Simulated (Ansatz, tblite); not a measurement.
Cost and result up the ladder for Li₆⁺ (the lowest doublet isomer of a short search) (6 atoms). Total charge 1; doublet. Geometry: PBE0/def2-TZVP.

```xyz
6

Li   -0.827    2.267    0.173
Li    0.192    0.216   -2.406
Li   -0.529    0.658    2.860
Li   -1.157   -0.726    0.129
Li    1.307    0.142    0.394
Li    1.014   -2.557   -1.151
```

Ansatz on 4 threads of Arm Neoverse V2 on a shared host; xTB runs through tblite on one thread. Times are rough, summed over both states, and most runs start from the orbitals of an earlier one. ωB97M-V/def2-TZVP serves as the yardstick here, not as an exact answer. The other state is a quartet at its own geometry, which has other bonds, so the gap mixes isomer and spin.

The xTB rows come from tblite. B3LYP takes the VWN-RPA correlation. Correlated methods freeze no core orbitals; core or outer-core shells of Li are correlated, in sets that lack core-valence functions. The structure comes from a short search, and lower isomers may exist.

Run but left out: HF/STO-3G, HF/def2-TZVP, HF/def2-TZVPP, MP2/def2-TZVP, MP2/def2-TZVPP, CCSD/def2-TZVPP, CCSD(T)/def2-TZVPP (doublet: ⟨S²⟩ 1.13 to 1.38, where a pure state has 0.75).

Correlated methods converge slowly with the basis.

xTB has no spin-polarisation term.

```csv
level,functions,wall time
GFN1-xTB,24,0.004 s
GFN2-xTB,24,0.005 s
PBE/def2-TZVP,84,2 s
B3LYP/def2-TZVP,84,2.1 s
revPBE/def2-TZVP,84,2.1 s
RPA@PBE/def2-TZVP,84,2.6 s
PBE0/def2-TZVP,84,4 s
r2SCANh/def2-TZVP,84,6.1 s
r2SCAN/def2-TZVP (with forces),84,6.3 s
ωB97M-V/def2-TZVP,84,11 s
```

(1) Estimate what each level gives for the quartet − doublet (eV).

## Answers

(1) 
```csv
level,quartet − doublet (eV),difference from ωB97M-V/def2-TZVP (eV)
GFN1-xTB,0.30,-0.31
GFN2-xTB,0.41,-0.20
PBE/def2-TZVP,0.36,-0.25
B3LYP/def2-TZVP,0.58,-0.03
revPBE/def2-TZVP,0.37,-0.24
RPA@PBE/def2-TZVP,0.39,-0.22
PBE0/def2-TZVP,0.40,-0.21
r2SCANh/def2-TZVP,0.22,-0.39
r2SCAN/def2-TZVP (with forces),0.20,-0.41
ωB97M-V/def2-TZVP,0.61,0.00
```
